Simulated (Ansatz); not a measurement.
Computed with Ansatz on PBE0-D4/def2-TZVP structures; ΔE is electronic, products minus reactants. CCSD(T)/CBS adds triple-zeta CCSD(T) − MP2 to the extrapolated MP2 energy (def2 sets, frozen cores). This one scheme is used for every species. DFT in def2-TZVPP. For Ge outer-core shells are correlated without core-valence functions, which leaves a few kJ/mol of doubt a bond. Scalar relativity is left out up to krypton. One conformer a species, not always the lowest.

Consider the ligand exchange at the Si–S bond: `S[SiH2][SiH2][GeH3]` + HCl → `Cl[SiH2][SiH2][GeH3]` + H₂S.

Q: Is it downhill or uphill in electronic energy at CCSD(T)/CBS, and by how much? (Estimate.)

A: The calculation gave: Downhill: ΔE = -8.2 kcal/mol.

Q: What do these levels give: r2SCAN-D4, ωB97X-V, ωB97M-V, PBE, PBE0, HF/def2-TZVPP, MP2/def2-TZVPP, SCS-MP2/def2-TZVPP, CCSD/def2-TZVPP, HF/def2-QZVPP, MP2/def2-QZVPP, SCS-MP2/def2-QZVPP? (Best estimate.)

A: The calculation gave: r2SCAN-D4 -8.2, ωB97X-V -9.0, ωB97M-V -8.9, PBE -7.6, PBE0 -8.1, HF/def2-TZVPP -11.6, MP2/def2-TZVPP -8.1, SCS-MP2/def2-TZVPP -8.8, CCSD/def2-TZVPP -8.6, HF/def2-QZVPP -11.7, MP2/def2-QZVPP -8.2, SCS-MP2/def2-QZVPP -8.9 kcal/mol.

Largest T1 diagnostic among the species: 0.012.

The D4 term adds +0.9 kcal/mol with B3LYP and +0.5 kcal/mol with PBE0; it sums over pairs of atoms, weighted by their polarisabilities, and B3LYP, whose exchange is more repulsive, gets the larger term. In def2-TZVPP, CCSD(T) changes the Hartree–Fock value by +3.5 kcal/mol (the triples alone add +0.6 kcal/mol) and MP2 by +3.5 kcal/mol.

B3LYP here is the variant with VWN-RPA as its local correlation; programs differ in this.
